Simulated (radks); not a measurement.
Ir-, configuration [Xe] 4f14 5d8 6s2. Method: scalar-relativistic Kohn-Sham, PBE, spin-polarised, spherical densities, finite nucleus; open shells are filled with parallel spins first (spin-orbit coupling, left out, can overturn this in heavy ions); Fermi nuclear charge, rms radius 5.4032 fm; hard spherical wall at 3 bohr; computed with a radial shooting solver on a logarithmic mesh with Libxc functionals. Some entries of the table are withheld. Estimate them.

| orbital | occ. | eigenvalue (eV) | <1/r> (bohr^-1) |
|---|---|---|---|
| 1s down | 1 | -76063.91 | 92.15 |
| 1s up | 1 | -76063.91 | 92.15 |
| 2s up | 1 | -13277.19 | 21.59 |
| 2s down | 1 | -13277.07 | 21.59 |
| 2p up | 3 | -11533.14 | 19.36 |
| 2p down | 3 | -11533.04 | 19.36 |
| 3s up | 1 | -3078.265 | 8.001 |
| 3s down | 1 | -3078.222 | 8.001 |
| 3p up | 3 | -2568.029 | 7.337 |
| 3p down | 3 | -2567.979 | 7.337 |
| 3d up | 5 | -2005.413 | 6.917 |
| 3d down | 5 | -2005.323 | 6.917 |
| 4s up | 1 | -628.9456 | 3.417 |
| 4s down | 1 | -628.8248 | 3.417 |
| 4p up | 3 | -461.5624 | 3.094 |
| 4p down | 3 | -461.4512 | 3.094 |
| 4d up | 5 | -255.7415 | 2.765 |
| 4d down | 5 | -255.6131 | 2.765 |
| 5s up | 1 | -65.0885 | 1.355 |
| 5s down | 1 | -64.1699 | 1.360 |
| 4f up | 7 | -27.2141 | 2.306 |
| 4f down | 7 | -27.0055 | 2.309 |
| 5p up | 3 | -23.2817 | 1.132 |
| 5p down | 3 | -22.1359 | 1.136 |
| 5d up | 5 | 23.1767 | 0.8270 |
| 5d down | 3 | 24.4705 | 0.8272 |
| 6s up | 1 | (1) | 0.6978 |
| 6s down | 1 | (2) | 0.6952 |
| 6p up | 0 | 49.2859 | 0.7228 |
| 6p down | 0 | 50.1953 | 0.7210 |
| 5f up | 0 | 62.0718 | (3) |
| 5f down | 0 | 63.2285 | (4) |
| 7s up | 0 | 122.2509 | 0.8324 |
| 7s down | 0 | 123.1720 | 0.8321 |

Answer. 
(1) 6s up eigenvalue (eV): 31.9548
(2) 6s down eigenvalue (eV): 32.9718
(3) 5f up <1/r> (bohr^-1): 0.6392
(4) 5f down <1/r> (bohr^-1): 0.6362
